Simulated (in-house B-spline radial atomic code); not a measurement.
Computed with a B-spline radial atomic code. Model: two electrons, singlet ground state, non-relativistic, full CI in B-splines with partial waves to l = 8 (at full coupling up to 3e-4 hartree above the limit, correlation up to 0.6 % small), density held at that of full coupling by Lieb maximisation.

W(λ) is the mean repulsion in the state of coupling λ less the Hartree energy of the fixed density. Its start is exact exchange, its initial slope is twice the second-order Görling-Levy correlation energy, and its area from 0 to 1 is E_xc. A straight curve means weak, dynamic correlation, and a curve that drops fast and flattens means strong correlation.

Command:
```bash
python run_ac.py task.json out
```
Settings (lengths in bohr, energies in hartree):
```
potential              yukawa
strength               2.16
lmax                   8
second                 0.015
```

Time taken, with all properties: 16 s on 1 thread of Intel(R) Xeon(R) Processor @ 2.30GHz (shared host).

**W = mean repulsion less Hartree energy, and W of three functionals.**

Given: confinement screened point charge; nuclear charge 2.16; screening of the nucleus 0.015 1/bohr; external potential -Z exp(-k r)/r.

Computed: PBE exchange minus exact 13.783 millihartree; SCAN exchange minus exact -5.0452 millihartree.

| coupling | W xc (hartree) | W xc minus exchange (millihartree) | kinetic minus Kohn-Sham (millihartree) | LDA (PW92) W minus its exchange (millihartree) | PBE W minus its exchange (millihartree) | SCAN W minus its exchange (millihartree) |
| --- | --- | --- | --- | --- | --- | --- |
| 0 | -1.1248 | 0 | 0 | 0 | 0 | 0 |
| 0.02 | ? | ? | ? | ? | ? | ? |
| 0.05 | -1.1296 | -4.754 | 0.12 | -24.76 | -4.48 | -4.49 |
| 0.12 | -1.1361 | -11.248 | 0.67 | -47.48 | -10.8 | -10.51 |
| 0.25 | -1.1476 | -22.837 | 2.81 | -79.33 | -22.39 | -21.08 |
| 0.4 | -1.1603 | -35.493 | 6.91 | -108.16 | -35.28 | -32.48 |
| 0.6 | -1.1761 | -51.278 | 14.78 | -139.43 | -51.56 | -46.57 |
| 0.8 | -1.1907 | -65.933 | 25.02 | -165.55 | -66.8 | -59.59 |
| 1 | -1.2044 | -79.57 | 37.28 | -188.15 | -81.07 | -71.7 |
| 1.4 | -1.229 | -104.17 | 66.69 | -226.06 | -106.97 | -93.58 |
| 2 | -1.2603 | -135.53 | 119.7 | -270.93 | -140.38 | -121.75 |
| 3 | -1.3016 | -176.75 | 221.77 | -326.78 | -185.26 | -159.65 |
| 4.5 | ? | ? | ? | ? | ? | ? |
| 7 | -1.3945 | -269.68 | 659.92 | -451.41 | -294.37 | -250.77 |
| 10 | -1.4306 | -305.82 | 963.03 | -503.05 | -341.91 | -288.51 |

(1) What belongs in the row 0.02?

(2) What belongs in the row 4.5?

(3) What is the LDA exchange minus exact?

**Energy parts, natural occupations and partial-wave weights.**

Computed: exchange energy -1.1248 hartree; correlation energy -0.042289 hartree; kinetic part of the DFT correlation energy 0.037282 hartree; initial slope twice GL2 -0.096044 hartree; Hartree energy 2.2496 hartree; Kohn-Sham kinetic 3.4315 hartree; Lieb Oxford ratio E_xc over LDA exchange 1.2042.

| natural | occupation of the shell (electrons) |
| --- | --- |
| s | 1.9865 |
| p | ? |
| s | 0.0061711 |
| d | 0.00028482 |
| p | 0.00021512 |
| s | 0.00010612 |

(4) What belongs in the row p?

```
wave      weight
   s     0.99641
   p   0.0033994
   d  0.00015931
   f           ?
   g  5.0316e-06
```

(5) What belongs in the row f?

(6) What is the total energy?

(7) What is the kinetic part over minus potential part?

Answers

(1) W xc (hartree): -1.1267; W xc minus exchange (millihartree): -1.913; kinetic minus Kohn-Sham (millihartree): 0.02; LDA (PW92) W minus its exchange (millihartree): -12.08; PBE W minus its exchange (millihartree): -1.78; SCAN W minus its exchange (millihartree): -1.82.

(2) W xc (hartree): -1.3462; W xc minus exchange (millihartree): -221.35; kinetic minus Kohn-Sham (millihartree): 386.97; LDA (PW92) W minus its exchange (millihartree): -385.93; PBE W minus its exchange (millihartree): -235.82; SCAN W minus its exchange (millihartree): -202.26.

(3) 155.61 millihartree.

(4) occupation of the shell (electrons): 0.006563.

(5) weight: 2.1905e-05.

(6) -3.4051 hartree.

(7) 0.46854.

Half-way to full coupling W has made 55 % of its drop, against 50 % for a straight line, and second-order (GL2) theory, half the initial slope, overshoots the correlation energy by about 14 %: a moderate bend, as in light atoms. Over couplings 0 to 1 the errors in E_xc come to about +82 millihartree for LDA, +14 millihartree for PBE, -1.2 millihartree for SCAN, so SCAN is nearest. In LDA and PBE and SCAN the errors of exchange and correlation have opposite signs, so the sum is smaller than the larger of the two.
